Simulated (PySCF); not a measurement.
## Nonlinear optical response: 6-methylquinoxaline (SMILES Cc1ccc2nccnc2c1)

Molfile (atoms numbered from 1):
```
C9H8N2
     RDKit          3D

 19 20  0  0  0  0  0  0  0  0999 V2000
   -3.1520   -0.3533   -0.1364 C   0  0  0  0  0  0  0  0  0  0  0  0
   -1.6867   -0.0520   -0.0438 C   0  0  0  0  0  0  0  0  0  0  0  0
   -1.2605    1.2892    0.1814 C   0  0  0  0  0  0  0  0  0  0  0  0
    0.0686    1.6178    0.2726 C   0  0  0  0  0  0  0  0  0  0  0  0
    1.0596    0.6127    0.1427 C   0  0  0  0  0  0  0  0  0  0  0  0
    2.3712    0.9383    0.2334 N   0  0  0  0  0  0  0  0  0  0  0  0
    3.2304   -0.0411    0.1038 C   0  0  0  0  0  0  0  0  0  0  0  0
    2.8234   -1.3828   -0.1209 C   0  0  0  0  0  0  0  0  0  0  0  0
    1.5639   -1.7276   -0.2128 N   0  0  0  0  0  0  0  0  0  0  0  0
    0.6484   -0.7356   -0.0831 C   0  0  0  0  0  0  0  0  0  0  0  0
   -0.7324   -1.0389   -0.1719 C   0  0  0  0  0  0  0  0  0  0  0  0
   -3.6161    0.1965   -0.9711 H   0  0  0  0  0  0  0  0  0  0  0  0
   -3.3361   -1.4250   -0.2908 H   0  0  0  0  0  0  0  0  0  0  0  0
   -3.6777   -0.0447    0.7814 H   0  0  0  0  0  0  0  0  0  0  0  0
   -2.0187    2.0709    0.2828 H   0  0  0  0  0  0  0  0  0  0  0  0
    0.4027    2.6427    0.4449 H   0  0  0  0  0  0  0  0  0  0  0  0
    4.2975    0.2020    0.1739 H   0  0  0  0  0  0  0  0  0  0  0  0
    3.5778   -2.1723   -0.2236 H   0  0  0  0  0  0  0  0  0  0  0  0
   -1.0066   -2.0820   -0.3449 H   0  0  0  0  0  0  0  0  0  0  0  0
  1  2  1  0
  2  3  2  0
  3  4  1  0
  4  5  2  0
  5  6  1  0
  6  7  2  0
  7  8  1  0
  8  9  2  0
  9 10  1  0
 10 11  2  0
 11  2  1  0
 10  5  1  0
  1 12  1  0
  1 13  1  0
  1 14  1  0
  3 15  1  0
  4 16  1  0
  7 17  1  0
  8 18  1  0
 11 19  1  0
M  END
```

Theory: PySCF 2.14.0, quadratic response CAM-B3LYP/aug-cc-pVDZ first hyperpolarisability, Taylor convention, gas phase. Geometry: PBE0-D3(BJ)/def2-SVP.

(1) Give β for the processes computed.

(2) Which lowest excitations, dipole and polarisabilities go with it?

Results:

(1) In au, Taylor convention; the vector part is βᵢ = ⅓ Σⱼ (βᵢⱼⱼ + βⱼᵢⱼ + βⱼⱼᵢ); β∥ is 3/5 of the vector part along the dipole, the dipole points from − to +:
```csv
process,λ (nm),β vector norm,β∥,β HRS,depolarisation ratio
"static β(0;0,0)",∞,389.1,233.3,166.1,4.54
"second harmonic β(−2ω;ω,ω)",1907,428.6,257.0,182.2,4.61
"Pockels β(−ω;ω,0)",1907,401.6,240.8,–,–
"second harmonic β(−2ω;ω,ω)",1064,542.0,324.8,228.3,4.79
"Pockels β(−ω;ω,0)",1064,431.6,258.8,–,–
```

(2) S1 3.81 eV (f = 0.003); S2 4.43 eV (f = 0.083); S3 4.59 eV (f = 0.050); dipole 1.06 D; isotropic α 124.3 au static, 124.9 au at 1907 nm, 126.4 au at 1064 nm, 126.9 au at 953.5 nm, 133.8 au at 532 nm.
